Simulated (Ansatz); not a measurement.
The molecule GaO, multiplicity 2 (the spin of the measured ground state). No spin–orbit coupling. Ga is treated without relativity. The T1 diagnostic near the minimum is 0.054, so single-reference values are doubtful.

```
level                 bond energy D_e (kcal/mol)
--------------------  --------------------------
SVWN5/def2-TZVPP                          132.24
PBE/def2-TZVPP                            110.64
r2SCAN/def2-TZVPP                         104.08
B97M-V/def2-TZVPP                         101.20
B3LYP/def2-TZVPP                           97.87
PBE0/def2-TZVPP                            96.03
BHLYP/def2-TZVPP                           82.29
CAM-B3LYP/def2-TZVPP                       97.30
wB97X-V/def2-TZVPP                         97.65
wB97M-V/def2-TZVPP                         96.35
B2PLYP/def2-TZVPP                          97.66
CCSD/def2-TZVPP                            88.74
CCSD/def2-QZVPP                            92.17
CCSD(T)/def2-TZVPP                         95.18
CCSD(T)/def2-QZVPP                         99.17
```

The rows run from 82.29 (BHLYP/def2-TZVPP) to 132.24 kcal/mol (SVWN5/def2-TZVPP). From def2-TZVPP to def2-QZVPP CCSD(T) changes by 3.99. The 11 functionals in def2-TZVPP without D3 or D4 span 49.94, from BHLYP to SVWN5.

D_e counts from the fitted minimum to each atom's lowest state at the same level, without counterpoise.

Correlated levels freeze the inner cores; with def2 sets outer-core shells near the valence are correlated too.

Doubts at one or more of the structures used: T1 above 0.05 (CCSD/def2-TZVPP, CCSD/def2-QZVPP, CCSD(T)/def2-TZVPP, CCSD(T)/def2-QZVPP).

Codes used: Ansatz (a program for electronic structure).
